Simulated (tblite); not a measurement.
Compound: C3H7Cl3Si2.
Bonds: Cl1–C2, C2–Cl3, C2–Cl4, C2–C5, C5–Si6, Si6–C7, C7–Si8, C5–Si8. Hydrogens: H9 on C5; H10, H11 on Si6; H12, H13 on C7; H14, H15 on Si8.

Computed with GFN2-xTB (tblite), gas phase: L-BFGS steps from a force-field or distance-geometry start until the largest atomic force falls under 0.01 eV/Å.

Step 56: E = -736.8076 eV
```
atom  x, y, z in Å  |  force x, y, z in eV/Å
Cl1     1.4261    1.9580    0.2039   -0.031   0.012   0.004
C2      1.8357    0.2665   -0.1411    0.001   0.050  -0.021
Cl3     2.7196    0.2494   -1.7061   -0.022  -0.019  -0.033
Cl4     3.0097   -0.2553    1.1142   -0.026  -0.040   0.029
C5      0.6259   -0.5785   -0.1719    0.013   0.027   0.042
Si6    -0.4998   -0.4284    1.4026   -0.024  -0.025  -0.013
C7     -1.8465    0.2900    0.2407    0.018   0.021  -0.023
Si8    -0.7846    0.0604   -1.3422   -0.017  -0.027   0.034
H9      0.9446   -1.6001   -0.3856   -0.030   0.027   0.003
H10    -0.8062   -1.7542    1.9440    0.021   0.023  -0.023
H11    -0.0199    0.4624    2.4534    0.024  -0.022  -0.029
H12    -2.0941    1.3274    0.4517    0.014  -0.014  -0.006
H13    -2.7877   -0.2512    0.2404    0.009  -0.012   0.003
H14    -1.2348   -1.0133   -2.2312    0.023   0.025   0.028
H15    -0.4922    1.2747   -2.0947    0.029  -0.025   0.006
```

Step 57: E = -736.8085 eV
```
atom  x, y, z in Å  |  force x, y, z in eV/Å
Cl1     1.3951    1.9566    0.2053   -0.013   0.021   0.010
C2      1.8285    0.2715   -0.1386   -0.010   0.042  -0.041
Cl3     2.7160    0.2653   -1.7026   -0.025  -0.015  -0.031
Cl4     3.0054   -0.2397    1.1158   -0.015  -0.034   0.046
C5      0.6275   -0.5853   -0.1723    0.003   0.033   0.034
Si6    -0.4999   -0.4362    1.4009   -0.024  -0.036  -0.037
C7     -1.8385    0.3029    0.2426    0.013  -0.011  -0.027
Si8    -0.7841    0.0527   -1.3418   -0.008  -0.043   0.041
H9      0.9550   -1.6036   -0.3875   -0.032   0.022   0.006
H10    -0.8164   -1.7653    1.9269    0.014   0.018  -0.017
H11    -0.0117    0.4395    2.4585    0.028  -0.007  -0.006
H12    -2.0653    1.3450    0.4509    0.004  -0.002   0.001
H13    -2.7894   -0.2222    0.2459    0.022   0.003   0.004
H14    -1.2406   -1.0286   -2.2172    0.014   0.017   0.021
H15    -0.4861    1.2553   -2.1087    0.029  -0.006  -0.005
```

Step 58: E = -736.8094 eV
```
atom  x, y, z in Å  |  force x, y, z in eV/Å
Cl1     1.3691    1.9562    0.2063    0.006   0.035   0.017
C2      1.8218    0.2776   -0.1367   -0.016   0.011  -0.045
Cl3     2.7108    0.2775   -1.7003   -0.024  -0.007  -0.024
Cl4     2.9999   -0.2287    1.1180   -0.004  -0.016   0.050
C5      0.6286   -0.5895   -0.1715   -0.010   0.023   0.005
Si6    -0.5009   -0.4429    1.3991   -0.005  -0.025  -0.042
C7     -1.8323    0.3131    0.2438    0.009  -0.006  -0.014
Si8    -0.7841    0.0460   -1.3402    0.019  -0.035   0.026
H9      0.9635   -1.6049   -0.3889   -0.033   0.023   0.013
H10    -0.8234   -1.7738    1.9125    0.000  -0.007  -0.006
H11    -0.0031    0.4191    2.4620    0.027   0.007   0.012
H12    -2.0407    1.3597    0.4498   -0.006  -0.015   0.005
H13    -2.7902   -0.1988    0.2503    0.014   0.012   0.005
H14    -1.2441   -1.0400   -2.2052   -0.002  -0.007   0.007
H15    -0.4792    1.2373   -2.1208    0.025   0.008  -0.009
```

Question: Estimate the geometry and energy of step 59. (The exact step hangs on the optimiser's Hessian estimate; all steps are aligned on step 58, rigid shifts and turns removed.)

Answer: E = -736.8099 eV, largest force 0.050 eV/Å
```
atom  x, y, z in Å  |  force x, y, z in eV/Å
Cl1     1.3573    1.9574    0.2069    0.023   0.028   0.016
C2      1.8181    0.2812   -0.1364   -0.009  -0.006  -0.031
Cl3     2.7071    0.2823   -1.7000   -0.024   0.001  -0.012
Cl4     2.9961   -0.2252    1.1199   -0.005   0.005   0.037
C5      0.6287   -0.5904   -0.1705   -0.018   0.021  -0.013
Si6    -0.5016   -0.4461    1.3985    0.004  -0.008  -0.031
C7     -1.8297    0.3185    0.2443    0.007  -0.048  -0.013
Si8    -0.7835    0.0429   -1.3393    0.019  -0.017   0.008
H9      0.9663   -1.6041   -0.3892   -0.026   0.013   0.015
H10    -0.8249   -1.7788    1.9051   -0.008  -0.011  -0.002
H11     0.0028    0.4092    2.4644    0.017   0.003   0.008
H12    -2.0312    1.3656    0.4493   -0.008   0.018   0.013
H13    -2.7911   -0.1871    0.2526    0.019   0.012   0.002
H14    -1.2443   -1.0461   -2.1996   -0.009  -0.012   0.005
H15    -0.4742    1.2286   -2.1277    0.017   0.001  -0.001
```

The energy changes by -0.0005 eV. The first-order estimate −F·Δx gives -0.0007 eV and the mean of the old and new forces, exact on a quadratic surface, -0.0005 eV. The step makes an angle of 80° with the force vector and moves no atom by more than 0.012 Å.

The cost below is that of the whole relaxation. On one thread, Arm Neoverse V2 (aarch64), shared host with 96 logical CPUs at a one-minute load of 18, this took 0.65 s of wall time.
